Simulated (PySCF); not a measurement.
Results of a calculation; reference values are marked as such.
**Si2BH5O4F**

The system: Si2BH5O4F, a small molecule (built as: Si site whose three back bonds go to OSiH3, F, OB(OH)2); neutral, doublet. The structure, one conformer, was relaxed in the gas phase by PBE0-D3(BJ)/def2-SVP. No frequency run checks that it is a minimum.

SMILES: OB(O)O[Si](F)O[SiH3]

Coordinates in Å:
```
Si1     0.196    0.760   -0.245
O2      1.515    0.004    0.374
Si3     3.087   -0.439    0.029
F4      0.346    0.749   -1.865
O5     -1.119   -0.166    0.149
B6     -2.461    0.132    0.175
O7     -2.869    1.405   -0.064
O8     -3.369   -0.845    0.442
H9      3.750   -0.792    1.315
H10     3.813    0.695   -0.615
H11     3.096   -1.618   -0.884
H12    -3.827    1.490   -0.024
H13    -2.942   -1.695    0.588
```

EPR values by unrestricted B3LYP, IGLO-III on B F O Si, pcH-1 on H.

(1) Predict g and the largest hyperfine couplings. Where does the spin sit?

(2) How do the isotropic couplings move with BHandHLYP?

## Answers

(1) g = 2.0001, 2.0008, 2.0019. The spin sits on Si1 (88 %, bonded to 1 F + 2 O) by Mulliken populations.
```json
{"atom": "Si1", "isotope": "29Si", "isotropic (MHz)": "-1255.2", "dipolar, principal values (MHz)": "-114.0, 56.7, 57.3"}
{"atom": "F4", "isotope": "19F", "isotropic (MHz)": "339.9", "dipolar, principal values (MHz)": "-123.9, -117.9, 241.7"}
{"atom": "O2", "isotope": "17O", "isotropic (MHz)": "-81.9", "dipolar, principal values (MHz)": "-22.6, 10.8, 11.8"}
{"atom": "O5", "isotope": "17O", "isotropic (MHz)": "-45.0", "dipolar, principal values (MHz)": "-30.3, 14.9, 15.4"}
{"atom": "H11", "isotope": "1H", "isotropic (MHz)": "6.1", "dipolar, principal values (MHz)": "-1.2, -0.8, 1.9"}
{"atom": "Si3", "isotope": "29Si", "isotropic (MHz)": "-3.9", "dipolar, principal values (MHz)": "-3.6, 1.6, 2.0"}
```

(2) Si1 -1255.2 to -1293.0 MHz, F4 339.9 to 363.0 MHz, O2 -81.9 to -82.0 MHz, O5 -45.0 to -48.6 MHz.
